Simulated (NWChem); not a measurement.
System: C3H4S; SMILES C#CCS

Parts of the log:

```
             Northwest Computational Chemistry Package (NWChem) 7.3.0
             --------------------------------------------------------

                             Geometry "geometry" -> ""
                             -------------------------

 Output coordinates in angstroms (scale by  1.889725989 to convert to a.u.)

  No.       Tag          Charge          X              Y              Z
 ---- ---------------- ---------- -------------- -------------- --------------
    1 C                    6.0000     0.48250000     2.31341000     0.00000000
    2 C                    6.0000    -0.12995300     1.27336000     0.00000000
    3 C                    6.0000    -0.85140900     0.01041300     0.00000000
    4 S                   16.0000     0.35612300    -1.40643500     0.00000000
    5 H                    1.0000     1.01672600     3.23591600     0.00000000
    6 H                    1.0000    -1.48791000    -0.06695100    -0.88749100
    7 H                    1.0000    -1.48791000    -0.06695100     0.88749100
    8 H                    1.0000    -0.58376000    -2.37841400     0.00000000

 Effective nuclear repulsion energy (a.u.)     130.5238445529

  pbe96 is a nonlocal functional; adding pw91lda local functional.

                                 NWChem DFT Module
                                 -----------------

 Summary of "ao basis" -> "ao basis" (spherical)
 ------------------------------------------------------------------------------
       Tag                 Description            Shells   Functions and Types
 ---------------- ------------------------------  ------  ---------------------
 C                          def2-svp                 6       14   3s2p1d
 S                          def2-svp                 8       18   4s3p1d
 H                          def2-svp                 3        5   2s1p

 in cosmo_initialize ...
 calling solv_data for solv:cychexan

 solvent parameters
 solvname_short: cychexan
 solvname_long:  cyclohexane
 dielec:        2.0165
 dielecinf:     2.0352
 nonaqueous SMD model solvent descriptors
 dielec:        2.0165
 sola:          0.0000
 solb:          0.0000
 solc:          0.0000
 solg:         35.4800
 solh:          0.0000
 soln:          1.4266

          ---------------
          -cosmo- solvent
          ---------------
 Cosmo: York-Karplus, doi: 10.1021/jp992097l
 dielectric constant -eps-     =   2.02
 screen = (eps-1)/(eps    )    =   0.50409
 surface charge correction     = lagrangian

   van der Waals surface
 --------------------------

 ---------- ATOMIC COORDINATES (A.U.) ------------ VDWR(ANG.) --
     1    0.91179279    4.37171100    0.00000000     1.850
     2   -0.24557556    2.40630148    0.00000000     1.850
     3   -1.60892971    0.01967772    0.00000000     1.850
     4    0.67297489   -2.65777677    0.00000000     2.490
     5    1.92133355    6.11499456    0.00000000     1.200
     6   -2.81174220   -0.12651904   -1.67711481     1.200
     7   -2.81174220   -0.12651904    1.67711481     1.200
     8   -1.10314644   -4.49455075    0.00000000     1.200
 number of segments per atom =        128
 number of   points per atom =        128
 atom (   nspa,  nppa )
 ----------------------
    1 (     82,     0 )       0
    2 (     48,     0 )       0
    3 (     28,     0 )       0
    4 (    100,     0 )       0
    5 (     54,     0 )       0
    6 (     48,     0 )       0
    7 (     48,     0 )       0
    8 (     22,     0 )       0
 number of -cosmo- surface points =      430
 molecular surface =    121.971 angstrom**2
 molecular volume  =    104.183 angstrom**3
 -lineq- algorithm             =   0
 -bem- low  level              =   3
 -bem- from -octahedral-
 gaussian surface charge width =   4.50000
 degree of switching           =   1.00000
 switching function tolerance  =   0.00010
 atomic radii =
 --------------
    1  6.000  1.850
    2  6.000  1.850
    3  6.000  1.850
    4 16.000  2.490
    5  1.000  1.200
    6  1.000  1.200
    7  1.000  1.200
    8  1.000  1.200
 ...... end of -cosmo- initialization ......

 nat:                     8
 ixmem:                  3618
 calling mnsol_interface()
 G(SMD-CDS) energy (kcal/mol)  =    -1.255
 SMD-CDS SASA (angstrom**2)    =   132.198

[...]

                                COSMO-SMD solvation results
                                ---------------------------

             internal energy in gas <Psi(g)|H|Psi(g)> =      -514.292312202569
         internal energy in solvent <Psi(s)|H|Psi(s)> =      -514.291963181960
                               delta internal energy  =         0.000349020609 (    0.22 kcal/mol)
   total free energy in solvent <Psi(s)|H+V/2|Psi(s)> =      -514.296480048624
 polarization energy contribution <Psi(s)|V/2|Psi(s)> =        -0.004516866664 (   -2.83 kcal/mol)
    total free energy in solvent including G(SMD-CDS) =      -514.298479518567
                       G(SMD-CDS) energy contribution =        -0.001999469944 (   -1.25 kcal/mol)
     1 M fixed-concentration free energy of solvation =        -0.006167315999 (   -3.87 kcal/mol)

                       DFT Final Molecular Orbital Analysis
                       ------------------------------------

 Vector   17  Occ=2.000000D+00  E=-2.493686D-01
              MO Center=  1.5D-01,  1.5D+00,  4.8D-08, r^2= 2.4D+00
   Bfn.  Coefficient  Atom+Function         Bfn.  Coefficient  Atom+Function
  ----- ------------  ---------------      ----- ------------  ---------------
     4      0.359700  1 C  px                18      0.340602  2 C  px
     5     -0.212766  1 C  py                 7      0.209106  1 C  px
    19     -0.192198  2 C  py                21      0.186726  2 C  px
    53      0.146541  4 S  px                22     -0.142059  2 C  py
     8     -0.127141  1 C  py                51     -0.116359  4 S  py

 Vector   18  Occ=2.000000D+00  E=-2.490214D-01
              MO Center=  1.1D-01,  1.6D+00, -4.9D-08, r^2= 2.0D+00
   Bfn.  Coefficient  Atom+Function         Bfn.  Coefficient  Atom+Function
  ----- ------------  ---------------      ----- ------------  ---------------
     6      0.427521  1 C  pz                20      0.403561  2 C  pz
     9      0.252155  1 C  pz                23      0.232207  2 C  pz
    55     -0.115630  4 S  pz                66      0.107021  6 H  s
    71     -0.107020  7 H  s                 34     -0.102121  3 C  pz
    52     -0.084504  4 S  pz                67      0.066201  6 H  s

 Vector   19  Occ=2.000000D+00  E=-2.030890D-01
              MO Center=  2.2D-01, -1.3D+00,  2.0D-09, r^2= 1.9D+00
   Bfn.  Coefficient  Atom+Function         Bfn.  Coefficient  Atom+Function
  ----- ------------  ---------------      ----- ------------  ---------------
    55      0.658536  4 S  pz                52      0.445189  4 S  pz
    49      0.255212  4 S  pz                66      0.133440  6 H  s
    71     -0.133440  7 H  s                 34     -0.119899  3 C  pz
    67      0.073547  6 H  s                 72     -0.073547  7 H  s
     6      0.066977  1 C  pz                 9      0.055005  1 C  pz

 Vector   20  Occ=0.000000D+00  E=-2.451884D-02
              MO Center=  4.4D-02,  4.7D-01, -5.0D-10, r^2= 4.4D+00
   Bfn.  Coefficient  Atom+Function         Bfn.  Coefficient  Atom+Function
  ----- ------------  ---------------      ----- ------------  ---------------
    31      0.638362  3 C  s                 46     -0.524150  4 S  s
    54     -0.511141  4 S  py                53      0.474444  4 S  px
     7     -0.412892  1 C  px                21      0.351844  2 C  px
    35      0.332548  3 C  px                 4     -0.302791  1 C  px
    36     -0.268422  3 C  py                18      0.267047  2 C  px

 Vector   21  Occ=0.000000D+00  E=-5.014511D-03
              MO Center= -3.2D-01, -1.2D+00, -3.5D-08, r^2= 4.3D+00
   Bfn.  Coefficient  Atom+Function         Bfn.  Coefficient  Atom+Function
  ----- ------------  ---------------      ----- ------------  ---------------
    31      1.547606  3 C  s                 77     -0.872632  8 H  s
    54     -0.817197  4 S  py                22      0.513683  2 C  py
    67     -0.513514  6 H  s                 72     -0.513513  7 H  s
    17     -0.371310  2 C  s                 76     -0.276046  8 H  s
     3     -0.251775  1 C  s                  7      0.237981  1 C  px

 Vector   22  Occ=0.000000D+00  E= 5.505733D-03
              MO Center= -6.9D-02,  1.5D+00,  5.1D-08, r^2= 3.0D+00
   Bfn.  Coefficient  Atom+Function         Bfn.  Coefficient  Atom+Function
  ----- ------------  ---------------      ----- ------------  ---------------
     9      0.638876  1 C  pz                23     -0.609114  2 C  pz
    67     -0.463447  6 H  s                 72      0.463447  7 H  s
    20     -0.439539  2 C  pz                 6      0.408105  1 C  pz
    37     -0.231733  3 C  pz                66     -0.167276  6 H  s
    71      0.167277  7 H  s                 34     -0.065505  3 C  pz

     Multipole analysis of the density
     ---------------------------------

     L   x y z        total         alpha         beta         nuclear
     -   - - -        -----         -----         ----         -------
     0   0 0 0     -0.000000    -19.000000    -19.000000     38.000000

     1   1 0 0     -0.703517     -0.504772     -0.504772      0.306026
     1   0 1 0     -0.022368      0.174257      0.174257     -0.370881
     1   0 0 1     -0.000000     -0.000000     -0.000000      0.000000

     2   2 0 0    -21.906972    -35.377754    -35.377754     48.848536
     2   1 1 0      3.361700     -2.810016     -2.810016      8.981731
     2   1 0 1     -0.000000     -0.000000     -0.000000      0.000000
     2   0 2 0    -19.428500   -169.745142   -169.745142    320.061784
     2   0 1 1     -0.000000     -0.000000     -0.000000      0.000000
     2   0 0 2    -24.563403    -15.094416    -15.094416      5.625428
```

Level: PBE/def2-SVP, SMD on the gas-phase geometry. Structure relaxed at the B3LYP/6-31G* (spherical d) level. Solvent: cyclohexane.

**Question.** Write an input that gives this output.

**Answer.** This is not unique; one that fits is the input that was run:
```
start job
memory heap 200 mb stack 900 mb global 1100 mb
geometry units angstroms noautosym nocenter noautoz
  C      0.482500     2.313410     0.000000
  C     -0.129953     1.273360     0.000000
  C     -0.851409     0.010413     0.000000
  S      0.356123    -1.406435     0.000000
  H      1.016726     3.235916     0.000000
  H     -1.487910    -0.066951    -0.887491
  H     -1.487910    -0.066951     0.887491
  H     -0.583760    -2.378414     0.000000
end
basis spherical
  * library def2-svp
end
dft
  xc xpbe96 cpbe96
  iterations 150
end
cosmo
  do_cosmo_smd true
  solvent cychexan
end
task dft energy
```
